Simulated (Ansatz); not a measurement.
[RuO3N]- (RuNO3⁻), 5 atoms. Hardware: 4 threads of Arm Neoverse V2 on a shared host.

In the def2 sets Ru takes a core potential; there is no spin–orbit coupling. Correlated methods freeze 4 core orbitals; core or outer-core shells of Ru are correlated, in sets that lack core-valence functions.

**Question.** How many basis functions does each of these Ansatz runs have, and roughly what does it cost? PBE-D4/def2-TZVPD, charge 0 doublet at the geometry of the charge -1 singlet, energy, from earlier orbitals; RPA@PBE/def2-TZVPD, charge -1 singlet, energy, from earlier orbitals; PBE-D4/def2-TZVPD, charge -1 singlet, energy, from earlier orbitals; PBE-D4/def2-SVPD, charge -1 singlet, energy, from earlier orbitals; r2SCAN0-D4/def2-TZVPD, charge -1 singlet, energy, from earlier orbitals; PBE-D4/def2-SVPD, charge -1 singlet, relaxation, 5 steps; BHLYP-D4/def2-TZVPD, charge -1 singlet, energy, from earlier orbitals; HF/STO-3G, charge -1 singlet, energy; PBE0-D4/def2-TZVPD, charge -1 triplet at the geometry of the charge -1 singlet, energy; r2SCAN-D4/def2-TZVPD, charge -1 singlet, energy and forces, from earlier orbitals; PBE-D4/def2-SVPD, charge -1 singlet, frequencies; PBE0-D4/def2-TZVPD, charge 0 doublet at the geometry of the charge -1 singlet, energy, from earlier orbitals.

**Answer.** Other jobs shared the machine, so times can vary by a factor of up to 3. A dash marks memory too small to be measured apart from the calling script's.

```tsv
run	functions	fitting or Cholesky vectors	wall time	peak host memory (GiB)
HF/STO-3G, charge -1 singlet, energy	47	679	0.5 s	–
PBE-D4/def2-SVPD, charge -1 singlet, energy, from earlier orbitals	123	1042	0.95 s	–
PBE-D4/def2-TZVPD, charge -1 singlet, energy, from earlier orbitals	197	1085	1.6 s	–
BHLYP-D4/def2-TZVPD, charge -1 singlet, energy, from earlier orbitals	197	1259	2.4 s	–
r2SCAN-D4/def2-TZVPD, charge -1 singlet, energy and forces, from earlier orbitals	197	1085	3.4 s	–
r2SCAN0-D4/def2-TZVPD, charge -1 singlet, energy, from earlier orbitals	197	1109	3.7 s	–
PBE-D4/def2-SVPD, charge -1 singlet, relaxation, 5 steps	123	1042	4 s	–
RPA@PBE/def2-TZVPD, charge -1 singlet, energy, from earlier orbitals	197	1354	4 s	–
PBE-D4/def2-TZVPD, charge 0 doublet at the geometry of the charge -1 singlet, energy, from earlier orbitals	197	1085	8 s	–
PBE0-D4/def2-TZVPD, charge 0 doublet at the geometry of the charge -1 singlet, energy, from earlier orbitals	197	1109	12 s	0.78
PBE0-D4/def2-TZVPD, charge -1 triplet at the geometry of the charge -1 singlet, energy	197	1109	14 s	0.79
PBE-D4/def2-SVPD, charge -1 singlet, frequencies	123	1042	23 s	–
```
